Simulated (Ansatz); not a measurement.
Two shapes of doublet H₁₀(+).

Shape 1:

```xyz
10

H     1.6009    0.0000   -0.0005
H     1.2936    0.9403   -0.0005
H     0.4954    1.5221    0.0000
H    -0.4936    1.5221    0.0005
H    -1.2948    0.9400   -0.0008
H    -1.5996   -0.0003    0.0009
H    -1.2943   -0.9396    0.0004
H    -0.4950   -1.5217    0.0008
H     0.4937   -1.5224   -0.0002
H     1.2940   -0.9413   -0.0004
```

Shape 2:

```xyz
10

H     1.6087    0.0003   -0.0049
H     1.2861    0.9386   -0.0052
H     0.5036    1.5256    0.0003
H    -0.4867    1.5261    0.0046
H    -1.2980    0.9356   -0.0079
H    -1.5963   -0.0030    0.0088
H    -1.2931   -0.9316    0.0044
H    -0.5005   -1.5214    0.0079
H     0.4873   -1.5284   -0.0019
H     1.2902   -0.9485   -0.0042
```

Basis set: def2-SVP (spherical functions). All electrons are correlated. Charge 1, multiplicity 2.

Computed with Ansatz (development build ahead of 0.2.0); each method stands on the lowest determinant of its kind that the runs found.

(1) Which shape is lower in energy, and by how much in each method?

## Answers

(1)

| method | E(2) − E(1) (eV) |
| --- | --- |
| UHF | -0.015 |
| UHF-MP2 | -0.014 |
| PBE0 (unrestricted) | -0.013 |

Shape 2 is lower. Caution: the determinant breaks the point group. Caution for UHF, UHF-MP2: the charge can sit on one fragment and break the point group. Caution for UHF-MP2: bonds are stretched, where a single reference can fail.
